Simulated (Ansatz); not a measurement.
Ansatz (a first-principles code) input (PBE/def2-TZVP):

Ansatz 0.2 input:
```yaml
crystal:
  periodic: [false, false, false]
  atoms:
    - {symbol: W, position_ang: [0.09768715, -0.08947022, 0.10273409]}
    - {symbol: O, position_ang: [0.65987391, 0.61631571, -1.35584027]}
    - {symbol: O, position_ang: [-1.56348005, 0.21128385, 0.40554995]}
basis:
  gaussian:
    orbitals: def2-TZVP
hamiltonian:
  xc: {name: PBE}
magnetization: {spin_polarized: true, initial_magnetization: 2}
relax: {f_tol: 0.003, max_steps: 100}
```

Output:

```
Functional definition: PBE
integrals: 0.02 GiB planned
626 factors; their error is unknown
mean field: 0.29 GiB planned
mean field evaluation 1: about -5900.6782 eV, gradient 7.3e1 eV
mean field evaluation 2: about -5539.9147 eV, gradient 2.5e2 eV
mean field evaluation 4: about -5917.7540 eV, gradient 1.8e1 eV
mean field evaluation 8: about -5919.2417 eV, gradient 2.5e-1 eV
mean field evaluation 16: about -5919.2353 eV, gradient 8.0e-4 eV
mean field evaluation 32: about -5918.7453 eV, gradient 1.8e-5 eV
mean field -5919.23532925 eV, -217.5278861481 hartree, gradient 6.2e-6 eV, S^2 2.012892; 4 other end points of the search recorded, 0 dependent functions left out
the calculation of the forces begins
reference -5919.23537015 eV, -217.5278876513 hartree; 16, 14 occupied and 86, 88 virtual orbitals, 626 factors
relax step   1: F+E_penalty+E_count = -5919.23532925 eV  Δ(F+E_penalty+E_count) = +0.000e0 eV  max|allowed force component| = 4.179e-1 eV/Å  Δτ_max = 0.0000 Å  (102 SCF iters, accepted)
these checks for a lower state are left out or cut short: starts, cluster_reference, orbital_swaps, neighbouring_geometries, increment
integrals: 0.02 GiB planned
626 factors; their error is unknown
mean field: 0.29 GiB planned
mean field -5919.24034647 eV, -217.5280705277 hartree, gradient 1.9e-5 eV, S^2 2.013155; 0 other end points of the search recorded, 0 dependent functions left out
the calculation of the forces begins
reference -5919.24038715 eV, -217.5280720224 hartree; 16, 14 occupied and 86, 88 virtual orbitals, 626 factors
relax step   2: F+E_penalty+E_count = -5919.24034647 eV  Δ(F+E_penalty+E_count) = -5.017e-3 eV  max|allowed force component| = 4.585e-2 eV/Å  Δτ_max = 0.0154 Å  (35 SCF iters, accepted)
these checks for a lower state are left out or cut short: starts, cluster_reference, orbital_swaps, neighbouring_geometries, increment
integrals: 0.02 GiB planned
626 factors; their error is unknown
mean field: 0.29 GiB planned
mean field -5919.24044615 eV, -217.5280741908 hartree, gradient 1.8e-5 eV, S^2 2.013151; 0 other end points of the search recorded, 0 dependent functions left out
the calculation of the forces begins
reference -5919.24048685 eV, -217.5280756866 hartree; 16, 14 occupied and 86, 88 virtual orbitals, 626 factors
relax step   3: F+E_penalty+E_count = -5919.24044615 eV  Δ(F+E_penalty+E_count) = -9.968e-5 eV  max|allowed force component| = 3.377e-3 eV/Å  Δτ_max = 0.0023 Å  (34 SCF iters, accepted)
these checks for a lower state are left out or cut short: starts, cluster_reference, orbital_swaps, neighbouring_geometries, increment
integrals: 0.02 GiB planned
626 factors; their error is unknown
mean field: 0.29 GiB planned
mean field evaluation 64: about -5919.2404 eV, gradient 1.9e-5 eV
mean field -5919.24044646 eV, -217.5280742019 hartree, gradient 1.9e-5 eV, S^2 2.013155; 0 other end points of the search recorded, 0 dependent functions left out
the calculation of the forces begins
reference -5919.24048716 eV, -217.5280756977 hartree; 16, 14 occupied and 86, 88 virtual orbitals, 626 factors
relax step   4: F+E_penalty+E_count = -5919.24044646 eV  Δ(F+E_penalty+E_count) = -3.025e-7 eV  max|allowed force component| = 7.474e-4 eV/Å  Δτ_max = 0.0001 Å  (23 SCF iters, accepted)
integrals: 0.02 GiB planned
626 factors; their error is unknown
mean field: 0.29 GiB planned
mean field evaluation 96: about -5918.7837 eV, gradient 4.6e-1 eV
mean field -5919.24044646 eV, -217.5280742019 hartree, gradient 1.9e-5 eV, S^2 2.013155; 5 other end points of the search recorded, 0 dependent functions left out
the calculation of the forces begins
reference -5919.24048716 eV, -217.5280756977 hartree; 16, 14 occupied and 86, 88 virtual orbitals, 626 factors
Total energy: -5919.24048716 eV, -217.5280756977 hartree
Atom 0 at     0.105334    -0.096474     0.110776 Å, force     0.000388    -0.000356     0.000408 eV/Å
Atom 1 at     0.652292     0.619133    -1.356884 Å, force     0.000359     0.000279    -0.000642 eV/Å
Atom 2 at    -1.563545     0.215470     0.398552 Å, force    -0.000747     0.000077     0.000234 eV/Å
Dipole moment:     0.456959    -0.418522     0.480568 e Å
```

This is an excited triplet: at this geometry the singlet lies 0.23 eV lower at RI-MP2/CBS(def2-TZVPPD,def2-QZVPPD)+[CCSD(T)-MP2]/def2-TZVPPD.
